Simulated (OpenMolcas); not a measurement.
Ionisation energies of lead

- Program: OpenMolcas 26.06
- Basis: ANO-R3 [9s8p6d3f2g1h]
- Scalar Hamiltonian: X2C, finite nucleus
- Spin-orbit coupling: state interaction with AMFI integrals over the reference wave functions, term energies averaged over their components

Active shells in each charge state: the valence s, p shells, with orbitals averaged over the low states. Where CASPT2's correlated closed shells are named, they are those of the first ion.

A. CASSCF
B. SS-CASPT2, IPEA 0.25 Eh, imaginary shift 0.1 Eh (closed shells correlated: 5d)
C. SS-CASPT2, IPEA 0.25 Eh, imaginary shift 0.1 Eh (closed shells correlated: none)
D. SS-CASPT2, IPEA 0 Eh, imaginary shift 0.1 Eh (closed shells correlated: 5d)
E. SS-CASPT2, IPEA 0.25 Eh, imaginary shift 0.1 Eh (closed shells correlated: 4f 5s 5p 5d)

Energies in eV between the lowest computed levels, named as in B; reference values from the NIST Atomic Spectra Database with their kind.

| From | To | A | B | C | D | E | Spin-orbit share in B | Reference |
| --- | --- | --- | --- | --- | --- | --- | --- | --- |
| Pb 6s² 6p² ³P₀ | Pb+ 6s² 6p ²P°_1/2 | 6.539 | 7.152 | 6.922 | 7.240 | 7.174 | +0.172 | 7.417 (measured) |
| Pb+ 6s² 6p ²P°_1/2 | Pb2+ 6s² ¹S₀ | 13.841 | 14.776 | 14.329 | 14.858 | 14.838 | +1.043 | 15.032 (measured) |
| Pb2+ 6s² ¹S₀ | Pb3+ 6s ²S_1/2 | 30.475 | 31.699 | 30.541 | 31.701 | 31.853 | +0.000 | 31.937 (measured) |
| Pb3+ 6s ²S_1/2 | Pb4+ 5d¹⁰ ¹S₀ | 40.515 | 42.210 | 40.515 | 42.280 | 42.464 | +0.000 | 42.333 (measured) |

Steps that some method lacks are left out, and so are those with a state whose active s or d shell is doubly occupied in every root (s and p with five to eight electrons, d10) over a frozen core shell of the same l, since the two then mix freely.

Error against the reference values, in %:

```csv
From,Reference,A,B,C,D,E
Pb,measured,-11.8,-3.6,-6.7,-2.4,-3.3
Pb+,measured,-7.9,-1.7,-4.7,-1.2,-1.3
Pb2+,measured,-4.6,-0.7,-4.4,-0.7,-0.3
Pb3+,measured,-4.3,-0.3,-4.3,-0.1,+0.3
```

Mean absolute error over the 4 measured values: A 1.34 eV, B 0.22 eV, C 1.10 eV, D 0.16 eV, E 0.16 eV.

° marks odd parity.
